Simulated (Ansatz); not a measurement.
C2H8Si2 (`C=C[SiH2][SiH3]`), relaxed with RKS PBE-D4/def2-SVP in the Gaussian-basis code of Ansatz from a rough embedded geometry. The force threshold is 0.03 eV/Å; the program also tests the step.

Total charge 0; spin multiplicity 1.

Start:

```xyz
12

C     0.003    2.111    0.986
C    -0.501    1.221    0.185
Si    0.441    0.004   -0.849
Si   -0.116   -2.164   -0.093
H     1.131    2.272    1.085
H    -0.582    2.862    1.540
H    -1.605    1.149    0.132
H    -0.002    0.188   -2.219
H     1.837    0.283   -0.745
H     0.323   -2.369    1.249
H    -1.543   -2.414   -0.274
H     0.615   -3.143   -0.998
```

Task: How much energy does the relaxation release, and in how many steps? (Estimate.)

Result: Computed: 31.43 kJ/mol, in 5 steps, 1 of them rejected.

Task: Which bonds change most? (An estimate is asked.)

Result: The calculation gave: Si3–H9 from 1.427 to 1.508 Å; Si4–H10 from 1.426 to 1.506 Å; Si3–H8 from 1.452 to 1.509 Å; C1–C2 from 1.299 to 1.349 Å.

Task: Give the relaxed structure. (Estimate.)

Result: The calculation gave: 
```xyz
12

C     0.026    2.148    1.005
C    -0.555    1.266    0.167
Si    0.397    0.018   -0.867
Si   -0.077   -2.175   -0.143
H     1.122    2.207    1.121
H    -0.567    2.854    1.613
H    -1.659    1.255    0.098
H     0.011    0.126   -2.322
H     1.874    0.292   -0.738
H     0.354   -2.360    1.289
H    -1.559   -2.436   -0.228
H     0.634   -3.194   -0.995
```
